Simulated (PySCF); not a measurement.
## How methods differ on the ionisation energy of Ne(2+)

Ne(2+) [He] 2s2 2p4 (3P) → Ne(3+) [He] 2s2 2p3 (4S), as a difference of total energies. All numbers are calculated (PySCF 2.14, the non-relativistic Hamiltonian (point nucleus), in def2-SVP (3s2p1d, 14 functions)). Correlated levels: valence: 1s2 frozen. The calculations carry no spin-orbit coupling.

| method | ionisation energy (eV) |
| --- | --- |
| UHF | 61.863 |
| LDA | 63.776 |
| MP2 (valence) | 62.563 |
| SCS-MP2 (valence) | 62.550 |
| CCSD (valence) | 62.562 |

**Question.** Estimate what CCSD(T) (valence) gives.

**Answer.** 62.573 eV, closest to MP2 (valence) among the rows shown.

**Question.** Estimate what M06-2X gives.

**Answer.** 63.576 eV, closest to LDA among the rows shown.

Errors of the correlated levels include the incompleteness of this basis and the frozen core.

For comparison: 63.423 eV (measured; NIST Atomic Spectra Database, ionization energies).
